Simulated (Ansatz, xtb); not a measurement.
HNSn: 3 structures ranked

3 gas-phase structures of HNSn, found in a search over its isomers (lower ones may exist). Each was relaxed with GFN2-xTB:

A. a triplet given by its coordinates
B. `[NH]=[Sn]`, a singlet
C. `[N]#[SnH]`, a singlet

A (Å):

```yaml
atoms:
  - { symbol: N, position_ang: [-2.2694, 0.4624, -0.2021] }
  - { symbol: Sn, position_ang: [-0.6665, 1.5525, 0.5166] }
  - { symbol: H, position_ang: [-3.2650, 0.5437, -0.0276] }
```

Close contacts (Å): N1–Sn2 2.07, N1–H3 1.01.

Make a reasoned guess at their ranking by r2SCAN-D4/def2-SVP single-point energy.

Calculated order at r2SCAN-D4/def2-SVP: B (0.000), A (1.981), C (3.415) eV.

Energies above the lowest of each column, in eV; the last columns are at r2SCAN-D4/def2-TZVP geometries (a dash: not run or not comparable):

```csv
structure,GFN2-xTB,HF/STO-3G,r2SCAN-D4/def2-SVP,r2SCAN-D4/def2-TZVP,CCSD(T)/def2-TZVPP
B,0.000,0.000,0.000,0.000,0.000
A,–,0.792,1.981,1.976,2.270
C,2.886,3.510,3.415,3.148,2.984
```

Every level run on B puts it lowest or level with the lowest. Frequencies (r2SCAN-D4/def2-TZVP) were run for B, C alone. GFN2-xTB has no spin polarisation and isn't compared across spin states. Open shells are spin-unrestricted. Large T1 diagnostics make some coupled-cluster values less sure. Atoms past krypton carry core potentials in the def2 sets, without spin–orbit terms.

Programs: Ansatz 0.2.0, xtb 6.7.1.
